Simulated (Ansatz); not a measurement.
Species: H2OS, SMILES `OS` (H–O–S–H torsion 91°) (charge 0, multiplicity 1).

Problem. Give a relaxed geometry from B3LYP-D3(BJ)/def2-TZVP run with Ansatz (a first-principles code).

Solution. One answer among several that fit: the end point of this relaxation, one of several conformers (outside a Z-matrix the atoms follow the SMILES, hydrogens last).
Z-matrix (Å, degrees):
```
O
H 1 0.9655
S 1 1.6736 2 107.64
H 3 1.3510 1 98.56 2 -91.28
```
